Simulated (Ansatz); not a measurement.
Consider the ligand exchange at the Si–C bond: `CO[SiH2]CC[Si](F)(F)F` + `[OH][GeH3]` → `CO[SiH2][O][GeH3]` + `CC[Si](F)(F)F`.

Calculated with Ansatz (gas phase, PBE0-D4/def2-TZVP geometries, no zero-point term in ΔE). CCSD(T)/CBS is the MP2 limit (def2-TZVPP, def2-QZVPP) plus CCSD(T) − MP2 in def2-TZVPP, frozen cores. Functionals use def2-TZVPP. For Ge outer-core shells are correlated without core-valence functions, which leaves a few kJ/mol of doubt a bond. Scalar relativity is left out up to krypton. Each species was taken in one conformer, which may not be the lowest.

| level | ΔE (kJ/mol) | difference from CCSD(T)/CBS |
| --- | --- | --- |
| PBE-D4 | -114.3 | 17.6 |
| PBE | -119.1 | 12.8 |
| MP2/def2-TZVPP | -133.2 | -1.3 |
| SCS-MP2/def2-TZVPP | -137.8 | -5.9 |
| CCSD/def2-TZVPP | -135.9 | -4.0 |
| CCSD(T)/def2-TZVPP | -132.4 | -0.5 |
| HF/def2-QZVPP | -160.0 | -28.1 |
| MP2/def2-QZVPP | -133.6 | -1.7 |
| SCS-MP2/def2-QZVPP | -138.1 | -6.2 |
| CCSD/CBS(def2) | -135.4 | -3.5 |
| CCSD(T)/CBS | -131.9 | 0 |

Largest T1 diagnostic among the species: 0.012.

The D4 term adds +7.4 kJ/mol with B3LYP and +4.5 kJ/mol with PBE0; it sums over pairs of atoms, weighted by their polarisabilities, and B3LYP, whose exchange is more repulsive, gets the larger term. From PBE to PBE0 (25 % exact exchange), in def2-TZVPP and without D4, ΔE moves by −6.3 kJ/mol.

B3LYP here is the variant with VWN-RPA as its local correlation; programs differ in this.
